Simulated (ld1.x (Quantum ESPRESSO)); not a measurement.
**silicon: one change to a TM potential, before and after**

ld1.x (Quantum ESPRESSO) 7.5 input, shortened:

```
&input
   title='Si', zed=14., rel=0, dft='PBESOL', iswitch=3,
   config='[Ne] 3s2 3p1'
 /
 &inputp
   pseudotype=2, tm=.true., lloc=0,
   nlcc=.true.
 /
2
3P  2  1   1.00   0.00  1.30  1.30  0.0
3S  1  0   2.00   0.00  1.75  1.75  0.0
 &test
   configts(1)='3s2 3p1'
 /
```

All-electron outer shells of the reference configuration (PBEsol, non-relativistic, ld1.x):

| shell | level (eV) | outermost node (bohr) | outermost maximum (bohr) |
| --- | --- | --- | --- |
| 3s | -18.94 | 0.72 | 1.75 |
| 3p | -11.64 | 0.71 | 2.04 |

Change: core correction a·sin(br)/r model core inside 1.42 bohr.

Cutoffs: the cutoffs (Ry, on a coarse ladder) from which the occupation-weighted sum of valence levels, in a spherical-Bessel basis at the reference potential, stays within 10 and 1 mRy of its value at 400 Ry; they do not see the model core or the augmentation charge, which bear on the density cutoff. Errors are all-electron minus pseudo energies relative to the spin-unpolarised reference configuration.

Problem. How do hardness, ghosts and transferability respond?

Solution. The potential gets neither clearly harder nor softer (55 Ry and 80 Ry → 55 Ry and 80 Ry); of the 7 tests that both files solve, the error grows in 2 and shrinks in 5 by more than 15 % and 0.3 meV (median size 4.9 → 4.2 meV); neither file shows a bound ghost. The default core radius of the base comes out at 1.13 bohr. A wider model core is smoother and lowers the density cutoff, which this test does not measure.

| quantity | base | changed |
| --- | --- | --- |
| cutoff, loose | 55 Ry | 55 Ry |
| cutoff, tight | 80 Ry | 80 Ry |
| bound ghosts | none | none |
| error for 3s2 3p2, meV [ΔE -7.72 eV] | +3.6 | +2.8 |
| error for 3s2 3p0, meV [ΔE 15.98 eV] | +4.9 | +1.5 |
| error for 3s1 3p0, meV [ΔE 49.80 eV] | +25 | -12 |
| error for 3s0 3p4, meV [ΔE 5.90 eV] | +6.7 | +11 |
| error for 3s1 3p3, meV [ΔE -0.99 eV] | +3.0 | +4.2 |
| error for 3s2 3p1.5, meV [ΔE -4.81 eV] | +1.1 | +0.8 |
| error for 3s2 3p2.3, meV [ΔE -8.65 eV] | +5.2 | +4.2 |
| s: phases at 1.90 bohr within 0.05 rad from the reference energy up to (Ry; the scan ends near 5) | 3.7 | 3.7 |
| p: phases at 1.90 bohr within 0.05 rad from the reference energy up to (Ry; the scan ends near 5) | 1.6 | 1.6 |
